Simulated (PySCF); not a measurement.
SMILES N#Cc1cc[c]([GeH3])s1 (C5H5GeNS), GFN2-xTB optimised geometry.

```
13

N     -2.25    -3.41     0.00
C     -1.56    -2.50     0.00
C     -0.71    -1.39     0.00
C      0.66    -1.39     0.00
C      1.20    -0.09     0.00
C      0.25     0.89     0.00
Ge     0.49     2.81     0.00
S     -1.34     0.23     0.00
H      1.25    -2.29     0.00
H      2.25     0.12     0.00
H     -0.14     3.41    -1.22
H     -0.15     3.41     1.21
H      1.95     3.09     0.01
```

Density from B3LYP/def2-TZVP (PySCF) at that geometry.

Minimum of the electron density along straight lines between bonded atoms, close to the bond critical point (lines longer than 1.1 times the sum of covalent radii, or with two minima, are not listed):

| bond | length / Å | ρ at the minimum / e bohr⁻³ | ∇²ρ there / e bohr⁻⁵ | position (fraction from the first atom) |
|---|---|---|---|---|
| N1–C2 | 1.148 | 0.502 | -0.16 | 0.65 |
| C2–C3 | 1.396 | 0.306 | -0.93 | 0.53 |
| C3–C4 | 1.373 | 0.327 | -0.96 | 0.52 |
| C4–C5 | 1.402 | 0.313 | -0.92 | 0.50 |
| C5–C6 | 1.369 | 0.329 | -0.96 | 0.49 |
| C6–Ge7 | 1.936 | 0.128 | 0.16 | 0.53 |
| C3–S8 | 1.737 | 0.210 | -0.42 | 0.49 |
| C6–S8 | 1.723 | 0.216 | -0.43 | 0.48 |
| C4–H9 | 1.076 | 0.291 | -1.06 | 0.65 |
| C5–H10 | 1.077 | 0.290 | -1.05 | 0.65 |
| Ge7–H11 | 1.491 | 0.144 | 0.09 | 0.60 |
| Ge7–H12 | 1.491 | 0.144 | 0.09 | 0.60 |
| Ge7–H13 | 1.490 | 0.144 | 0.09 | 0.60 |
